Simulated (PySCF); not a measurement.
## Correlation energy of Tl⁺ (thallium, charge +1)

[Xe] 4f14 5d10 6s2, closed-shell 1S. Calculation: PySCF 2.14, in aug-cc-pVTZ-PP with ECP60MDF; scalar relativity through the core potential. Frozen: 5s2 5p6 5d10; 2 electrons correlated.

With two correlated electrons CCSD is exact within the correlated space (frozen core and kept virtual orbitals).

```csv
level,correlation energy (mhartree)
CCSD,-27.16
```

Diagnostics: T1 = 0.0037, D1 = 0.0053, largest double amplitude 0.073.

Cost of the coupled-cluster step: of the order of 0.15 core-seconds, for 2 correlated electrons.

Iterations:

```
CC2 = 0
CCSD nocc = 1, nmo = 46
frozen orbitals [0, 1, 2, 3, 4, 5, 6, 7, 8]
max_cycle = 100
direct = 0
conv_tol = 1e-08
conv_tol_normt = 1e-06
diis_space = 8
diis_start_cycle = 0
Init t2, MP2 energy = -171.351117101284  E_corr(MP2) -0.019941836179916
Init E_corr(CCSD) = -0.0199418361809499
cycle = 1  E_corr(CCSD) = -0.0245964104824037  dE = -0.0046545743  norm(t1,t2) = 0.0327117
cycle = 2  E_corr(CCSD) = -0.0261568719320158  dE = -0.00156046145  norm(t1,t2) = 0.0129954
cycle = 3  E_corr(CCSD) = -0.0271676400040675  dE = -0.00101076807  norm(t1,t2) = 0.00533999
cycle = 4  E_corr(CCSD) = -0.0271565929726063  dE = 1.10470315e-05  norm(t1,t2) = 0.000173171
cycle = 5  E_corr(CCSD) = -0.0271566447191818  dE = -5.17465755e-08  norm(t1,t2) = 1.70845e-05
cycle = 6  E_corr(CCSD) = -0.0271562781734779  dE = 3.66545704e-07  norm(t1,t2) = 2.39934e-06
cycle = 7  E_corr(CCSD) = -0.02715631220531  dE = -3.4031832e-08  norm(t1,t2) = 4.26697e-07
cycle = 8  E_corr(CCSD) = -0.0271563170891055  dE = -4.88379551e-09  norm(t1,t2) = 4.88857e-08
CCSD converged
E(CCSD) = -171.3583315821931  E_corr = -0.02715631708910547
```
